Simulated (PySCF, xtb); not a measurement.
Se(Br)(Me) (CH3BrSe), SMILES C[Se]Br.

Harmonic wavenumbers (cm⁻¹) from GFN2-xTB (xtb 6.7.1) at its own minimum, in rising order: 151, 167, 288, 563, 867, 886, 1289, 1423, 1427, 2997, 3005, 3031.

Problem. What does B3LYP-D3(BJ)/def2-SVP in PySCF give at its own minimum? (The exact figures need the calculation; the answer reports its results.)

Solution. 163, 170, 288, 585, 899, 915, 1290, 1419, 1449, 3043, 3152, 3179. Paired by order, the mean absolute difference is 39 cm⁻¹ and the zero-point energies are 23.0 and 23.7 kcal/mol.
